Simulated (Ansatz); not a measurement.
A made-up structure of GeSiH4F (charge +1), singlet:

```csv
atom,x (Å),y (Å),z (Å)
F1,-0.7841,-0.7463,1.6500
Ge2,-0.4768,0.1289,-0.9457
Si3,0.5110,-0.0677,0.7791
H4,-0.4757,-1.0845,-1.8924
H5,-1.2556,1.4378,-1.1607
H6,0.8390,1.4099,1.1573
H7,1.6421,-1.0782,0.4124
```

It is relaxed with PBE-D4/def2-SVP and then PBE0-D4/def2-TZVP (Ansatz 0.2.0). Atoms count as bonded within 1.22 times the sum of their covalent radii (H–H: 0.88 Å). The end point is not checked to be a true minimum.

Task: Does its bonding change? (A judgement: the text doesn't fix the answer.)

Result: Computed: No: no bond forms or breaks.

Where it ends: The first stage lowers the energy by 1.95 eV in 15 steps. It ends as GeSiH₄F ([F][SiH2][GeH2]), total charge +1:
F1  (-0.541, -0.713, 1.830)
Ge2  (-0.616, 0.145, -1.154)
Si3  (0.625, -0.086, 0.964)
H4  (-0.720, -0.956, -2.218)
H5  (-1.460, 1.371, -1.530)
H6  (0.988, 1.274, 1.395)
H7  (1.723, -1.034, 0.712)
(Å)

Labels in which every atom is bracketed show which atoms are joined, not bond orders.

For scale, one of the runs: PBE0-D4/def2-TZVP relaxation, 140 basis functions, launched by `ansatz run in.yaml --threads 2 --pin off --events-out ev --progress --plain --max-ram 4352MiB`. The run took about 42 s on 2 CPU threads of an Intel Xeon Platinum 8259CL (shared host).
